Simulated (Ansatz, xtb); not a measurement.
## Two isomers of C4H3N3O2

Structure I: `COc1nc(C#N)no1`, a singlet. Structure II: `O=COc1cnncn1`, a singlet. Both are isolated molecules in the gas phase, relaxed with PBE0-D3(BJ)/def2-SVP; the shapes shown needn't be the lowest conformers.

I (Å):

```yaml
atoms:
  - { symbol: C, position_ang: [-0.9153, 0.3194, 0.9756] }
  - { symbol: C, position_ang: [-0.5871, -0.2932, -1.2290] }
  - { symbol: C, position_ang: [-0.6691, 0.6197, -3.0652] }
  - { symbol: C, position_ang: [-0.8351, 1.6097, -4.0847] }
  - { symbol: N, position_ang: [-0.8389, 0.8766, -1.7351] }
  - { symbol: N, position_ang: [-0.9720, 2.4182, -4.9006] }
  - { symbol: N, position_ang: [-0.3380, -0.6126, -3.3616] }
  - { symbol: O, position_ang: [-0.5894, -0.6774, 0.0101] }
  - { symbol: O, position_ang: [-0.2839, -1.2199, -2.1343] }
  - { symbol: H, position_ang: [-0.1940, 1.1475, 0.9277] }
  - { symbol: H, position_ang: [-0.8649, -0.1790, 1.9491] }
  - { symbol: H, position_ang: [-1.9262, 0.7107, 0.7939] }
```

II (Å):

| atom | x (Å) | y (Å) | z (Å) |
| --- | --- | --- | --- |
| C | -1.6061 | 1.1396 | -0.6596 |
| C | 0.3930 | -0.2067 | -0.6557 |
| C | -0.1935 | -1.4624 | -0.4106 |
| C | 2.3826 | -1.2247 | -0.7034 |
| N | 0.5775 | -2.5377 | -0.3276 |
| N | 1.8802 | -2.4320 | -0.4732 |
| N | 1.6916 | -0.0926 | -0.8029 |
| O | -2.4137 | 0.2893 | -0.4555 |
| O | -0.2672 | 0.9809 | -0.7657 |
| H | -1.8245 | 2.2166 | -0.7973 |
| H | -1.2661 | -1.6004 | -0.2833 |
| H | 3.4698 | -1.1667 | -0.8205 |

Quicker runs give these differences E(II) − E(I): GFN2-xTB −13.9 kcal/mol; HF/STO-3G +26.6 kcal/mol (at GFN2-xTB geometries); r2SCAN-D4/def2-SVP −19.2 kcal/mol (at GFN2-xTB geometries).

**Question.** Which of the two would you expect CCSD(T)/def2-SVP + ΔMP2/def2-TZVPP electronic energies to favour?

**Answer.** Structure II; the calculation gives E(II) − E(I) = −12.3 kcal/mol.

The same difference at several levels:

| level | geometry | E(II) − E(I) (kcal/mol) | departure from the last row (kcal/mol) | job, with rough time for the two |
| --- | --- | --- | --- | --- |
| GFN2-xTB | GFN2-xTB | −13.9 | −1.6 | optimisation, 0.23 s |
| HF/STO-3G | GFN2-xTB | +26.6 | +38.9 | single point, 0.42 s |
| r2SCAN-D4/def2-SVP | GFN2-xTB | −19.2 | −6.9 | single point, 4 s |
| PBE0-D3(BJ)/def2-SVP | PBE0-D3(BJ)/def2-SVP | −20.1 | −7.8 | optimisation, 60 s |
| HF/def2-SVP | PBE0-D3(BJ)/def2-SVP | −16.2 | −3.9 | part of the CCSD(T) run |
| MP2/def2-SVP | PBE0-D3(BJ)/def2-SVP | −12.4 | −0.1 | part of the CCSD(T) run |
| CCSD(T)/def2-SVP | PBE0-D3(BJ)/def2-SVP | −12.6 | −0.4 | single point |
| CCSD(T)/def2-SVP + ΔMP2/def2-TZVPP | PBE0-D3(BJ)/def2-SVP | −12.3 |  | single point, 1.7 min |

As drawn, II has 1 C=O, 1 C∷C, 1 C∷N, 1 N∷N in place of 1 C–C, 1 C≡N, 1 N∷O, 1 C∷O (∷ is an aromatic bond). Structure I has a 5-membered ring (with an aromatic ring), II a 6-membered ring (with an aromatic ring).

HF/STO-3G puts the two in the other order. The largest departure from CCSD(T)/def2-SVP + ΔMP2/def2-TZVPP is that of HF/STO-3G, 38.9 kcal/mol. The last row adds to CCSD(T) the change of the MP2 difference between the two basis sets, here +0.4 kcal/mol.

With thermal terms from frequencies at re-optimised GFN2-xTB minima (ideal gas, soft modes damped towards free rotors, one conformer each, 298.15 K, 1 atm): on the last row, ΔE + ΔZPE = −12.9, ΔH = −13.2, ΔG = −12.5 kcal/mol.

The correlated steps freeze 9 core orbitals. Run with Ansatz 0.2.0, xtb 6.7.1; the last row on 4 threads of Arm Neoverse V1 on a shared host.
